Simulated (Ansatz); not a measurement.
Coupled-cluster run, C4H9F3NTa, SMILES `CC(C)(C)[N]=[Ta]([F])([F])[F]`.

```yaml
crystal:
  periodic: [false, false, false]
  atoms:
    - {symbol: C, position_ang: [-1.238155, -1.222391, 0.195616]}
    - {symbol: C, position_ang: [-0.077856, -0.254798, 0.419389]}
    - {symbol: C, position_ang: [-0.416655, 0.723826, 1.541914]}
    - {symbol: C, position_ang: [1.194537, -1.027751, 0.760207]}
    - {symbol: N, position_ang: [0.143183, 0.488064, -0.789441]}
    - {symbol: Ta, position_ang: [0.411634, 1.393273, -2.265141]}
    - {symbol: F, position_ang: [0.185682, 3.217583, -1.864826]}
    - {symbol: F, position_ang: [-0.854242, 0.811569, -3.529421]}
    - {symbol: F, position_ang: [2.165598, 1.034739, -2.843399]}
    - {symbol: H, position_ang: [-1.429706, -1.802900, 1.101378]}
    - {symbol: H, position_ang: [-2.147364, -0.676745, -0.064550]}
    - {symbol: H, position_ang: [-1.008503, -1.914540, -0.616952]}
    - {symbol: H, position_ang: [-1.316699, 1.291221, 1.296838]}
    - {symbol: H, position_ang: [-0.590440, 0.185396, 2.476782]}
    - {symbol: H, position_ang: [0.402660, 1.428906, 1.695717]}
    - {symbol: H, position_ang: [1.055248, -1.604349, 1.677931]}
    - {symbol: H, position_ang: [1.451429, -1.717458, -0.046254]}
    - {symbol: H, position_ang: [2.031850, -0.342341, 0.905814]}
basis:
  gaussian: {orbitals: def2-TZVPP}
correlation: {method: ccsd_t}
output: {orbitals: {seedname: orbitals}}
```

```sh
$ ansatz run in.yaml --threads 4 --pin off --events-out ev --progress --plain --max-ram 66560MiB --backend cuda --devices 0, --max-vram 37GiB
```

The program prints (abridged):

```
Functional definition: HF
2628 factors; integrals over basis functions are off by at most 1.0e-3 eV
mean field evaluation 1: about -15397.5137 eV, gradient 8.0e1 eV
mean field evaluation 2: about -15397.8525 eV, gradient 8.0e1 eV
mean field evaluation 4: about -15410.6061 eV, gradient 1.3e1 eV
mean field evaluation 8: about -15411.0312 eV, gradient 1.1e0 eV
mean field -15411.03467686 eV, -566.3450784003 hartree, gradient 6.8e-6 eV, S^2 0.000000; 0 other end points of the search recorded, 0 dependent functions left out
8 core orbitals not correlated: weight in the atoms' cores, before any rotation towards them, 1.000 or more for the frozen orbitals, at most 0.000 for the correlated occupied ones
reference -15411.03467686 eV, -566.3450784003 hartree; 32, 32 occupied and 390, 390 virtual orbitals, 2628 factors
second order -56.43462707 eV of doubles, -0.00000000 eV of singles
cycle   1  -54.67542434 eV  change     1.8e0 eV  update   2.3e-1
cycle   2  -56.18089966 eV  change    -1.5e0 eV  update   1.1e-1
cycle   3  -56.61768472 eV  change   -4.4e-1 eV  update   3.7e-2
cycle   4  -56.63164392 eV  change   -1.4e-2 eV  update   1.2e-2
cycle   5  -56.61173975 eV  change    2.0e-2 eV  update   4.0e-3
cycle   6  -56.61226584 eV  change   -5.3e-4 eV  update   1.7e-3
cycle   7  -56.61301768 eV  change   -7.5e-4 eV  update   7.7e-4
cycle   8  -56.61245728 eV  change    5.6e-4 eV  update   3.2e-4
cycle   9  -56.61246203 eV  change   -4.7e-6 eV  update   1.4e-4
cycle  10  -56.61267082 eV  change   -2.1e-4 eV  update   5.9e-5
cycle  11  -56.61251531 eV  change    1.6e-4 eV  update   2.6e-5
cycle  12  -56.61252095 eV  change   -5.6e-6 eV  update   1.1e-5
perturbative correction -2.38759753 eV, -0.0877425908 hartree
Total energy: -15470.03479534 eV, -568.5132927626 hartree
```

Run time 51 s (4 threads of an AMD EPYC 7R13 on a shared host and a share of an NVIDIA H100 80 GB); peak host memory 0.89 GiB.

The correlation energy is -59.000 eV, 4.0 % of it from (T); the T1 diagnostic reads 0.0158.
